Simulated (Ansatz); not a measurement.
Ideal-gas functions of Cl2H2S2Ti, SMILES `[SH][Ti]([SH])([Cl])[Cl]` at 298.15 K and 1 bar, from an Ansatz frequency run at PBE0-D4/def2-TZVP.

Molar mass 184.92 g/mol, point group C1 (symmetry number 1), electronic degeneracy 1, moments of inertia 439.244, 445.241, 467.925 u Å². Harmonic wavenumbers (cm⁻¹, unscaled): 84, 104, 119, 125, 128, 172, 256, 370, 433, 449, 490, 540, 562, 2664, 2671.

Use S(trans) = R[1.5 ln M + 2.5 ln T − 1.1517]; rotational temperatures θ = 24.2544 K / I; S(rot) = R[ln(√π/σ · √(T³/θAθBθC)) + 1.5]; for each mode x = 1.438777 ν̃/T, S = R[x/(eˣ − 1) − ln(1 − e⁻ˣ)] and H = RT x/(eˣ − 1); 1 cm⁻¹ = 0.0119627 kJ/mol; R = 8.31446 J/(mol·K).

Task: By hand: the entropy, in J/(mol·K).

Result: Translation 174.0. Rotation: θ = 0.0552, 0.0545, 0.0518 K, giving 124.7. Vibration, mode by mode: 15.88, 14.13, 13.04, 12.64, 12.45, 10.10, 7.07, 4.52, 3.55, 3.34, 2.86, 2.37, 2.18, 0.00, 0.00, in all 104.1. Electronic 0.0. Sum 402.8 J/(mol·K).

Task: By hand: H − E and G − E in kJ/mol, counted from the electronic energy.

Result: Zero-point energy ½ × 9167 × 0.0119627 = 54.8; thermal vibration 16.1; translation, rotation and pV give 4 RT = 9.9. H − E = 80.8 kJ/mol, and G − E = 80.8 − 298.15 × 402.8/1000 = -39.3 kJ/mol.

Vibration gives 26 % of the entropy, 68.1 J/(mol·K) of it from the modes under 150 cm⁻¹: soft modes count most, and the harmonic formula is weakest for them. The sum counts one conformer and one mirror image; others add a mixing term.
